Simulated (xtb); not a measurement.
C4H12Ge, charge +1, doublet, from a rough starting geometry (a state made from the parent by changing its charge; the spin is typed, not shown lowest); xtb with GFN2-xTB.

Input for xtb:
```
$ xtb mol.xyz --gfn 2 --chrg 1 --uhf 1 --opt vtight --json

# file mol.xyz
17

C     -0.26784032    -1.10120063    -1.70766363
Ge    -0.01849335    -0.03053258    -0.02180470
C     -0.06703401     1.99949791    -0.45697032
C     -1.49056605    -0.45966140     1.28615090
C      1.77562440    -0.40554154     0.84835364
H     -1.22725215    -0.88094024    -2.11075566
H     -0.16069787    -2.13359775    -1.38336129
H      0.55450196    -0.86155172    -2.36924348
H      0.32169174     2.53715426     0.36661983
H     -1.07762500     2.25338665    -0.65523209
H      0.51874963     2.16093236    -1.24151924
H     -2.43251957    -0.23528822     0.82456720
H     -1.48479872    -1.50459385     1.53123191
H     -1.36661175     0.11234441     2.19218664
H      1.81763293    -1.51523388     1.03460052
H      2.55004408    -0.17024848     0.17734223
H      1.87870506     0.11382583     1.69198296
```

It wrote (shortened):

```
   ID    Z sym.   atoms
    1    6 C      1, 3-5
    2   32 Ge     2
    3    1 H      6-17

           -------------------------------------------------
          |                Calculation Setup                |
           -------------------------------------------------

           -------------------------------------------------
          |                 G F N 2 - x T B                 |
           -------------------------------------------------

          ...................................................
          :                      SETUP                      :
          :.................................................:
          :  # basis functions                  38          :
          :  # atomic orbitals                  37          :
          :  # shells                           23          :
          :  # electrons                        31          :
          :  max. iterations                   250          :
          :  Hamiltonian                  GFN2-xTB          :
          :  restarted?                      false          :
          :  GBSA solvation                  false          :
          :  PC potential                    false          :
          :  electronic temp.          300.0000000     K    :
          :  accuracy                    1.0000000          :
          :  -> integral cutoff          0.2500000E+02      :
          :  -> integral neglect         0.1000000E-07      :
          :  -> SCF convergence          0.1000000E-05 Eh   :
          :  -> wf. convergence          0.1000000E-03 e    :
          :  Broyden damping             0.4000000          :
          :  net charge                          1          :
          :  unpaired electrons                  1          :
          ...................................................

 iter      E             dE          RMSdq      gap      omega  full diag
   1    -16.0989442 -0.160989E+02  0.414E+00    7.59       0.0  T
   2    -15.7507793  0.348165E+00  0.425E+00    7.66       1.0  T
   3    -16.2970324 -0.546253E+00  0.223E+00    7.35       1.0  T
   4    -16.2757069  0.213255E-01  0.206E+00    7.29       1.0  T
   5    -16.3234317 -0.477248E-01  0.146E+00    7.36       1.0  T
   6    -16.3475726 -0.241409E-01  0.559E-01    7.44       1.0  T
   7    -16.3224952  0.250775E-01  0.156E+00    7.37       1.0  T
   8    -16.3456188 -0.231236E-01  0.731E-01    7.42       1.0  T
   9    -16.3482666 -0.264784E-02  0.507E-01    7.42       1.0  T
[...]
 * total energy  :   -16.0950037 Eh     change       -0.3836655E-06 Eh
 * total energy  :   -16.0950041 Eh     change       -0.3942147E-06 Eh
 * total energy  :   -16.0950043 Eh     change       -0.2333986E-06 Eh
 * total energy  :   -16.0950045 Eh     change       -0.2183772E-06 Eh
 * total energy  :   -16.0950048 Eh     change       -0.2208277E-06 Eh
 * total energy  :   -16.0950050 Eh     change       -0.2854106E-06 Eh
 * total energy  :   -16.0950053 Eh     change       -0.2645778E-06 Eh
 * total energy  :   -16.0950056 Eh     change       -0.2599364E-06 Eh
 * total energy  :   -16.0950058 Eh     change       -0.2755396E-06 Eh
 * total energy  :   -16.0950060 Eh     change       -0.2018555E-06 Eh
 * total energy  :   -16.0950061 Eh     change       -0.1012841E-06 Eh
 * total energy  :   -16.0950062 Eh     change       -0.6437946E-07 Eh
   *** GEOMETRY OPTIMIZATION CONVERGED AFTER 34 ITERATIONS ***
         :: total energy             -16.095006211740 Eh    ::
[...]

 ---------------------------------------------------------------------------
     #   Z sym  total        # sym  WBO       # sym  WBO       # sym  WBO
 ---------------------------------------------------------------------------
     1   6 C    3.947 --     6 H    0.948     7 H    0.944     8 H    0.944
                             2 Ge   0.809     5 C    0.188
     2  32 Ge   3.624 --     4 C    0.809     1 C    0.809     5 C    0.808
                             3 C    0.808
     3   6 C    3.947 --    11 H    0.948     9 H    0.944    10 H    0.944
                             2 Ge   0.808     4 C    0.188
     4   6 C    3.947 --    13 H    0.948    12 H    0.944    14 H    0.943
                             2 Ge   0.809     3 C    0.188
     5   6 C    3.947 --    17 H    0.948    16 H    0.944    15 H    0.944
                             2 Ge   0.808     1 C    0.188
     6   1 H    0.987 --     1 C    0.948
     7   1 H    0.988 --     1 C    0.944
     8   1 H    0.988 --     1 C    0.944
     9   1 H    0.988 --     3 C    0.944
    10   1 H    0.988 --     3 C    0.944
    11   1 H    0.987 --     3 C    0.948
    12   1 H    0.988 --     4 C    0.944
    13   1 H    0.987 --     4 C    0.948
    14   1 H    0.988 --     4 C    0.943
    15   1 H    0.988 --     5 C    0.944
    16   1 H    0.988 --     5 C    0.944
    17   1 H    0.987 --     5 C    0.948
 ---------------------------------------------------------------------------

Topologies differ in total number of bonds
Writing topology from bond orders to xtbtopo.mol

molecular dipole:
                 x           y           z       tot (Debye)
 q only:       -0.020      -0.013       0.001
   full:       -0.020      -0.013       0.001       0.060
molecular quadrupole (traceless):
                xx          xy          yy          xz          yz          zz
 q only:       -0.467       1.918      -0.412       1.086      -1.077       0.879
  q+dip:       -0.487       1.993      -0.429       1.129      -1.121       0.916
   full:       -0.255       1.027      -0.220       0.583      -0.581       0.475

optimized geometry written to: xtbopt.xyz

           -------------------------------------------------
          | TOTAL ENERGY              -16.095006211740 Eh   |
          | GRADIENT NORM               0.000032578232 Eh/α |
          | HOMO-LUMO GAP               6.864668214216 eV   |
           -------------------------------------------------

normal termination of xtb
```
